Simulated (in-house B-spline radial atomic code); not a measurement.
Levels of two electrons outside the [Ar] 3d10 4s2 4p6 core along the 38-electron series, above the ground level 4d2 J2; labels give the leading configuration and J, and a prime marks the next level of the same label. Computed with an all-electron radial atomic-structure program (B-spline basis): configuration interaction with many-body perturbation theory for the core, Breit and QED.

```
  ion   Z  first ionisation energy (eV)  excitation of 4d2 J0 (eV)  core correlation Breit and QED part of 4d2 J0 (eV)  excitation of 4d2 J3 (eV)  core correlation Breit and QED part of 4d2 J3 (eV)  excitation of 4d2 J1 (eV)  core correlation Breit and QED part of 4d2 J1 (eV)  excitation of 4d2 J2' (eV)  core correlation Breit and QED part of 4d2 J2' (eV)
 I15+  53                         366.3                      3.566                                           -0.078579                     1.9279                                           -0.010309                     4.6745                                            -0.12109                      4.1636                                            -0.066035
Xe16+  54                         405.6                     3.7707                                           -0.079517                      2.225                                           -0.014708                     5.0857                                            -0.13133                       4.539                                            -0.076098
Cs17+  55                         446.7                     3.9781                                            -0.07954                      2.553                                           -0.019493                     5.5274                                            -0.14146                      4.9444                                            -0.086142
Ba18+  56                         489.6                     4.1879                                           -0.078718                     2.9138                                           -0.024702                     6.0017                                            -0.15154                      5.3819                                            -0.096236
La19+  57                         534.3                     4.3998                                           -0.077115                     3.3094                                           -0.030336                     6.5107                                            -0.16158                      5.8536                                             -0.10641
Ce20+  58                         580.7                     4.6135                                           -0.074807                     3.7417                                           -0.036433                     7.0563                                            -0.17163                      6.3617                                             -0.11672
```
